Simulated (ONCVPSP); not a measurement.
# Reading a pseudo-wave (technetium (Tc))

Columns: radius, all-electron u(r) and pseudo u(r) of the 4s shell (level -73.38 eV) of technetium in the configuration [Ar] 3d10 4s2 4p6 4d5 5s2; PBE, scalar-relativistic, ONCV scheme, ONCVPSP 4.0.1.

```json
{"r (bohr)": "0.095", "all-electron": "0.3927", "pseudo": "0.1580"}
{"r (bohr)": "0.190", "all-electron": "-0.1196", "pseudo": "0.3125"}
{"r (bohr)": "0.285", "all-electron": "-0.5926", "pseudo": "0.4600"}
{"r (bohr)": "0.380", "all-electron": "-0.5021", "pseudo": "0.5966"}
{"r (bohr)": "0.475", "all-electron": "-0.1022", "pseudo": "0.7186"}
{"r (bohr)": "0.570", "all-electron": "0.3488", "pseudo": "0.8221"}
{"r (bohr)": "0.665", "all-electron": "0.7181", "pseudo": "0.9033"}
{"r (bohr)": "0.760", "all-electron": "0.9655", "pseudo": "0.9596"}
{"r (bohr)": "0.855", "all-electron": "1.0966", "pseudo": "0.9891"}
{"r (bohr)": "0.950", "all-electron": "1.1338", "pseudo": "0.9916"}
{"r (bohr)": "1.045", "all-electron": "1.1042", "pseudo": "0.9687"}
{"r (bohr)": "1.140", "all-electron": "1.0319", "pseudo": "0.9234"}
{"r (bohr)": "1.235", "all-electron": "0.9362", "pseudo": "0.8601"}
{"r (bohr)": "1.330", "all-electron": "0.8307", "pseudo": "0.7838"}
{"r (bohr)": "1.425", "all-electron": "0.7248", "pseudo": "0.6997"}
{"r (bohr)": "1.520", "all-electron": "0.6242", "pseudo": "0.6130"}
{"r (bohr)": "1.615", "all-electron": "0.5319", "pseudo": "0.5281"}
{"r (bohr)": "1.710", "all-electron": "0.4495", "pseudo": "0.4487"}
{"r (bohr)": "1.805", "all-electron": "0.3774", "pseudo": "0.3772"}
{"r (bohr)": "1.900", "all-electron": "0.3150", "pseudo": "0.3150"}
{"r (bohr)": "1.995", "all-electron": "0.2618", "pseudo": "0.2617"}
{"r (bohr)": "2.090", "all-electron": "0.2167", "pseudo": "0.2167"}
{"r (bohr)": "2.185", "all-electron": "0.1788", "pseudo": "0.1788"}
{"r (bohr)": "2.280", "all-electron": "0.1472", "pseudo": "0.1472"}
{"r (bohr)": "2.375", "all-electron": "0.1208", "pseudo": "0.1208"}
{"r (bohr)": "2.470", "all-electron": "0.0990", "pseudo": "0.0990"}
```

How many radial nodes do the two functions have?

The all-electron 4s function has n − l − 1 = 3 (the table is too coarse to show those close to the nucleus); the pseudo-wave has 0, since the states of the same l below it are removed with the core.

At about which radius was the pseudo-wave matched?

1.90 bohr, where the columns begin to agree (steps of 0.10 bohr).

Where does each function peak?

Outermost all-electron maximum near 0.95 bohr, pseudo maximum near 0.95 bohr (to the table’s step).

Is the pseudo-wave norm-conserving?

Yes: the ONCV scheme keeps the norm inside the radius equal to the all-electron one, which fixes the energy derivative of the logarithmic derivative at the level.
